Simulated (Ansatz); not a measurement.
The cluster Zn₃F₄⁺ (the lowest doublet isomer of a short search). Total charge 1; doublet. Geometry r2SCAN-D4/def2-SVP, basis def2-TZVP, Ansatz.

```xyz
7

Zn    1.017   -1.104   -0.834
Zn   -1.251   -0.597    1.007
Zn    0.432    1.655    0.078
F    -0.726   -1.762   -0.411
F    -1.363    1.266    0.599
F     1.120    0.708   -1.429
F     0.769   -0.167    0.991
```

| run | HOMO (eV) | LUMO (eV) |
| --- | --- | --- |
| A | -9.98 | -8.16 |
| B | -9.79 | -8.82 |
| C | -9.80 | -9.29 |
| D | -11.16 | -6.26 |
| E | -10.13 | -9.71 |
| F | -10.99 | -6.16 |

LC-ωPBE has ω = 0.4 bohr⁻¹. Another isomer (doublet) lies 0.17 eV lower at PBE0-D4/def2-TZVP; other spin states weren't run for this one.

HOMO and LUMO are taken over both spins.

The runs used LC-ωPBE, LDA (SPW92), PBE, PBE0, r2SCAN, ωB97X-V. Estimate which is which.

A PBE0 (25 % exact exchange); B r2SCAN (0 % exact exchange); C PBE (0 % exact exchange); D LC-ωPBE (range-separated); E LDA (SPW92) (0 % exact exchange); F ωB97X-V (range-separated). Exact exchange lowers occupied and raises empty levels; among semilocal functionals meta-GGAs tend to open the gap a little, and such runs are hard to tell apart. The gap grows from 0.42 eV (LDA (SPW92)) to 4.90 eV (LC-ωPBE).
